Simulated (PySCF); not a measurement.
# N²⁺: excitation energy

N²⁺ [He] 2s2 2p1 (2P) → N²⁺ [He] 2s1 2p1 3s1 (4P), as a difference of total energies. Computed with PySCF 2.14 in aug-cc-pVDZ-DK (4s3p2d, 23 functions), with scalar relativity by spin-free X2C-1e. Correlated levels: valence: 1s2 frozen. The calculations carry no spin-orbit coupling.

```
           method  excitation energy (eV)
              UHF                  34.187
    MP2 (valence)                  35.277
SCS-MP2 (valence)                  35.582
   CCSD (valence)                  35.913
CCSD(T) (valence)                  35.927
  CCSDT (valence)                  35.931
    FCI (valence)                  35.931
```

**Question.** How much does correlation contribute at CCSD(T) (valence)?

**Answer.** 35.927 − (34.187) = 1.740 eV, measured against UHF.

The promoted electron is Rydberg-like, and one or two diffuse shells describe it only roughly, which tends to raise the upper state.
